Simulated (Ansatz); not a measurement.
Cost and result for the atomization energy of GeH7NO2Si (`O[SiH](O)[NH][GeH3]`) (12 atoms, 11 bonds).

Z-matrix (Å, degrees):
```
Si
O 1 1.646
N 1 1.700 2 114.0
O 1 1.638 2 103.5 3 -119.3
H 1 1.484 2 110.5 3 120.2
H 2 0.958 1 117.2 3 -54.5
Ge 3 1.845 1 126.4 2 -70.6
H 3 1.009 1 116.5 2 125.5
H 4 0.959 1 116.0 2 -22.5
H 7 1.539 3 111.1 1 -97.6
H 7 1.532 3 106.9 1 23.1
H 7 1.540 3 108.4 1 142.5
```

Total charge 0; spin multiplicity 1. Correlated methods include outer-core shells of Ge, which these sets cover unevenly. Scalar relativity is left out up to krypton. Geometry: relaxed with PBE0-D4/def2-TZVP. It is one conformer, not always the lowest. Program: Ansatz. All runs use 2 threads of an AMD EPYC 7R13 on a shared host and a share of an NVIDIA H100 80 GB. Times are those of one run each, without the atoms' runs, and a repeat can differ threefold. Electronic energies, without spin–orbit coupling; frozen cores. CCSD(T)/CBS adds CCSD(T) − MP2 in def2-TZVPP to the MP2 limit, and its time is that of the two runs behind it. T1 = 0.011. With those shells the extrapolation isn't a true limit. B3LYP takes the VWN-RPA correlation (the form of Gaussian; ORCA's B3LYP/G).

CCSD(T)/CBS is a level of theory with its own doubt, some kJ/mol a heavy atom from the limit and from the frozen cores, so smaller differences don't rank the functionals.

```csv
level,functions,wall time
PBE0-D4/def2-TZVPP,281,2.6 s
PBE-D4/def2-TZVPP (with forces),281,3.1 s
r2SCAN-D4/def2-TZVPP (with forces),281,3.2 s
B3LYP-D4/def2-TZVPP (with forces),281,3.6 s
ωB97X-V/def2-TZVPP,281,4.4 s
B2PLYP/def2-TZVPP,281,4.4 s
MP2/def2-QZVPP,540,4.8 s
ωB97M-V/def2-TZVPP (with forces),281,6 s
CCSD(T)/def2-TZVPP,281,8 s
CCSD(T)/CBS(def2),–,13 s
```

Question: What atomization energy does each give, and how far from CCSD(T)/CBS? (Estimate.)

Answer: The calculation gave: 
```tsv
level	atomization (kcal/mol)	difference from CCSD(T)/CBS	per bond
PBE0-D4/def2-TZVPP	976.8	-22.0	-2.0
PBE-D4/def2-TZVPP (with forces)	994.4	-4.4	-0.4
r2SCAN-D4/def2-TZVPP (with forces)	989.2	-9.6	-0.9
B3LYP-D4/def2-TZVPP (with forces)	987.5	-11.3	-1.0
ωB97X-V/def2-TZVPP	997.1	-1.7	-0.1
B2PLYP/def2-TZVPP	979.2	-19.6	-1.8
MP2/def2-QZVPP	1001.0	2.2	0.2
ωB97M-V/def2-TZVPP (with forces)	992.9	-5.9	-0.5
CCSD(T)/def2-TZVPP	969.3	-29.5	-2.7
CCSD(T)/CBS(def2)	998.8	0.0	0.0
```

In def2-TZVPP, CCSD(T) changes the Hartree–Fock value by +274.0 kcal/mol (the triples alone add +14.1 kcal/mol) and MP2 by +288.0 kcal/mol; breaking electron pairs costs correlation energy, which Hartree–Fock lacks. The D4 term adds +10.4 kcal/mol with B3LYP and +5.5 kcal/mol with PBE0; it sums over pairs of atoms, weighted by their polarisabilities, and B3LYP, whose exchange is more repulsive, gets the larger term. From PBE to PBE0 (25 % exact exchange), in def2-TZVPP and without D4, the atomization energy moves by −16.6 kcal/mol: exact exchange takes away binding that semilocal exchange gives to molecules.
